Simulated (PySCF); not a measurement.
Breaking a bond: ICl, singlet.

Method: CCSD(T) on UHF/def2-SVP, 9 core orbitals frozen, def2 effective core potentials past Kr (PySCF).

Question: Relative to R = 2.40 Å, what are the energies at R = 1.75, 1.96, 2.16, 2.31 Å?

Answer: 7.980 eV at 1.75 Å, 2.467 eV at 1.96 Å, 0.507 eV at 2.16 Å, 0.050 eV at 2.31 Å.

The unrestricted determinant behind UCCSD(T) is spin-contaminated at 2.67 to 9.16 Å (<S²> up to 1.0, against 0.00 for a pure singlet).
